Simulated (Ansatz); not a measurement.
```xyz
10

C    -1.6006    0.3280    0.0001
C    -0.5622    0.0306    0.7779
Si    1.1744   -0.0177    0.1452
O     1.2238   -0.1212   -1.4832
F     1.8774   -1.2892    0.8147
H    -1.4758    0.5553   -1.0554
H    -2.6183    0.3645    0.3782
H    -0.7486   -0.1783    1.8303
H     1.9842    1.1648    0.4981
H     0.7458   -0.8367   -1.9059
```

Total charge 0; spin multiplicity 1.

Problem. List the PBE0/def2-TZVPP orbital energies in eV (the Gaussian-basis code of Ansatz). (An estimate is asked.)

Solution. The calculation gave: Occupied: -1803.65, -673.58, -522.98, -278.80, -278.33, -145.81, -100.53, -100.48, -100.43, -32.98, -28.46, -21.81, -16.89, -15.82, -14.21, -13.52, -12.66, -12.52, -11.74, -11.01, -10.60, -9.95, -8.88, -8.41. Lowest empty: -0.86, 0.70, 1.52, 1.98, 2.46, 2.78, 3.24, 3.80.
